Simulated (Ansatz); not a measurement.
```xyz
13

N     0.083    0.980    0.898
C    -0.233   -0.330    0.150
O    -1.142   -1.091    0.912
Al    1.682   -0.152    0.623
Si   -0.871   -0.066   -1.588
H    -0.382    0.958    1.799
H    -0.173    1.834    0.416
H    -0.652   -1.766    1.389
H     2.046   -0.855    2.004
H     2.722    0.447   -0.409
H     0.006    0.935   -2.258
H    -2.269    0.455   -1.608
H    -0.816   -1.351   -2.327
```

The species carries charge 0 and has multiplicity 1. The bonds changed during the relaxation, so this is another structure than the one it started from.

(1) List the PBE0/def2-TZVPP orbital energies in eV (Ansatz 0.2.0). (Estimate.)

Results:

(1) Ansatz gave: Occupied: -1802.32, -1526.99, -523.20, -392.72, -279.76, -144.69, -112.90, -99.35, -99.34, -99.33, -72.97, -72.87, -72.82, -29.22, -25.70, -18.42, -15.70, -15.34, -14.30, -12.27, -11.56, -10.89, -9.96, -9.69, -9.54, -8.22, -8.16, -6.59. Lowest empty: -0.20, 0.19, 0.92, 1.13, 1.19, 1.76, 1.95, 2.12.
